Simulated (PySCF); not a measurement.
PBE0-D3(BJ)/def2-TZVP geometry optimisation, gas phase with PySCF 2.14 and geomeTRIC: VCl4, charge 0, multiplicity 2. Start (model start, shaken):

```
5

V     0.0000    0.0045   -0.0041
Cl    1.2395    1.2460    1.2380
Cl   -1.2519   -1.2328    1.2455
Cl   -1.2622    1.2602   -1.2475
Cl    1.2544   -1.2668   -1.2533
```

```tsv
step	E − E(start) / kcal mol⁻¹	largest force / Eh bohr⁻¹
0	0.00	0.01298
1	-1.73	0.00189
2	-1.77	0.00048
3	-1.80	0.00030
4	-1.81	0.00010
5	-1.81	0.00002
```

The optimisation met its thresholds. End point:

```
5

V    -0.0041    0.0022   -0.0045
Cl    1.2397    1.2459    1.1805
Cl   -1.2476   -1.2412    1.1809
Cl   -1.2476    1.2462   -1.1892
Cl    1.2393   -1.2420   -1.1891
```

Metal–donor distances, start → end: Cl2 2.150 → 2.121 Å, Cl3 2.159 → 2.121 Å, Cl4 2.172 → 2.121 Å, Cl5 2.179 → 2.121 Å.

No frequencies were computed, so the end point may be a saddle point.

The job took 2.6 min on one thread of Arm Neoverse V1 (shared host), with 193 basis functions and a peak of 0.79 GiB, launched as `OMP_NUM_THREADS=1 python lf_run.py task.json out`.
